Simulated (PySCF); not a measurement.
C2H5O (SMILES [CH2]CO), doublet (typed; the unrestricted solution is spin-contaminated), geometry from GFN2-xTB, with bond 6-2 at 2.0 times its length. Base run: HF/6-31G (PySCF).

PySCF was given this input:
```python
from pyscf import gto, scf

mol = gto.M(
    atom='''
C     1.15137558   -0.54678548    0.07260233
C     0.09202467    0.46500352    0.17816257
O    -1.13368056   -0.05970874   -0.27413176
H    -1.81767180    0.61315053   -0.19934148
H    -0.00181551    0.81115250    1.22869683
H     0.63817269    2.26747168   -0.99734591
H     2.14839555   -0.30505774    0.37779903
H     0.91503609   -1.51712129   -0.30909800
''',
    basis='6-31g',
    spin=1,
    verbose=4,
)

mf = scf.UHF(mol)
mf.kernel()
mf.analyze()
```

The base run was repeated with changes; each row names its change, and settings that it needs were set with it.

| change | ΔE vs base (mEh) | SCF cycles | <S^2> | outcome |
|---|---|---|---|---|
| base | 0.000 | 15 | 1.349 | converged |
| init_guess = huckel | 67.162 | 16 | 0.809 | another SCF solution |
| conv_tol = 1e-7 | 0.000 | 13 | 1.349 | converged |
| damp = 0.5; diis_start_cycle = 5 | 0.000 | 16 | 1.349 | converged |
| DIIS = EDIIS | - | 50 | - | not converged |
| diis_space = 2 | 0.000 | 27 | 1.349 | converged |
| conv_tol_grad = 1e-7 | 0.000 | 20 | 1.349 | converged |
| solver = newton; init_guess = 1e | 0.000 | - | 1.349 | converged |
| diis = off; damp = 0.3 (with mf.diis_start_cycle = 200; with mf.max_cycle = 150) | 0.000 | 41 | 1.349 | converged |
| conv_tol_grad = 1e-3 | 0.000 | 15 | 1.349 | converged |
| level_shift = 1.0 (with mf.max_cycle = 100) | 0.000 | 31 | 1.349 | converged |
| conv_tol = 1e-11 | 0.000 | 18 | 1.349 | converged |
| diis_space = 20 | 0.000 | 15 | 1.349 | converged |

A guess, shift, damping, solver or small numerical setting can't move a converged solution much, so rows marked as another SCF solution ended in a different state.

Open shells are given as the SCF converged; they aren't shown to be the lowest states, and a large step between rows can be another state.
